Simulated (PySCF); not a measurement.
Se(SMe)(SiH3) (CH6SSeSi), SMILES CS[Se][SiH3]. Atoms are numbered in the order given.

```xyz
10

Se    -0.0743    -0.1569     0.9351
S      1.3297     0.6508    -0.6282
C      1.7098    -0.8554    -1.5880
H      2.2112    -1.6069    -0.9630
H      2.3927    -0.5340    -2.3902
H      0.8009    -1.2803    -2.0366
Si    -1.9525     0.1937    -0.3551
H     -1.8182    -0.5332    -1.6484
H     -2.1485     1.6450    -0.6156
H     -3.1120    -0.3500     0.4110
```
Charge 0, spin multiplicity 1.

Geometry optimised at B3LYP-D3(BJ)/def2-SVP. The structure was generated by enumeration, and PubChem lists no compound with its InChIKey, so it may never have been made. One conformer was computed; it need not be the lowest.

These are TDA-M06-2X/def2-SVPD (PySCF) values and carry that method's errors.

Vertical excitations. Gas-phase values at a fixed geometry.

```tsv
state	energy (eV)	λ (nm)	f	main pairs
S1	3.71	334	0.002	HOMO→LUMO 94 %
S2	3.94	315	0.002	HOMO−1→LUMO 95 %
S3	5.48	226	0.016	HOMO−1→LUMO+1 90 %
S4	5.81	213	0.020	HOMO→LUMO+1 76 %
S5	6.04	205	0.007	HOMO→LUMO+3 55 %, HOMO→LUMO+1 14 %
S6	6.44	193	0.028	HOMO−2→LUMO 42 %, HOMO−1→LUMO+3 24 %, HOMO−3→LUMO 18 %
S7	6.54	189	0.025	HOMO→LUMO+2 75 %, HOMO→LUMO+4 12 %
S8	6.61	187	0.010	HOMO−1→LUMO+2 60 %, HOMO−1→LUMO+3 23 %
S9	6.72	184	0.026	HOMO−3→LUMO 33 %, HOMO−1→LUMO+2 28 %, HOMO−1→LUMO+3 20 %, HOMO−1→LUMO+4 6 %
S10	6.83	182	0.175	HOMO−2→LUMO 27 %, HOMO−3→LUMO 24 %, HOMO−1→LUMO+3 11 %, HOMO→LUMO+7 6 %
T1	3.17	391	0	HOMO→LUMO 93 %
T2	3.40	364	0	HOMO−1→LUMO 94 %
T3	5.13	242	0	HOMO−1→LUMO+1 63 %, HOMO−2→LUMO 25 %
T4	5.18	239	0	HOMO−2→LUMO 60 %, HOMO−1→LUMO+1 25 %
```
Triplets are in the Tamm–Dancoff approximation.
